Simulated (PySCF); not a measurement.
Harmonic spectrum computed at B3LYP in the def2-SVP basis family (core potentials from Rb on, PySCF, no spin–orbit coupling):

| symmetry | ω (cm⁻¹) | IR (km/mol, summed over degenerate members) |
| --- | --- | --- |
| πu | 39 | 9.8 |
| σg+ | 209 | 0.0 |
| σu+ | 314 | 90.2 |

Task: Which molecule gave it? In each, all ligands are bound to the one heavy central atom.
A. TcBr₂ (sextet)
B. OsBr₂ (quintet)
C. ReBr₂ (sextet)
D. CrBr₂ (quintet)

Result: A. It has D∞h symmetry with Tc–Br 2.450 Å (×2).
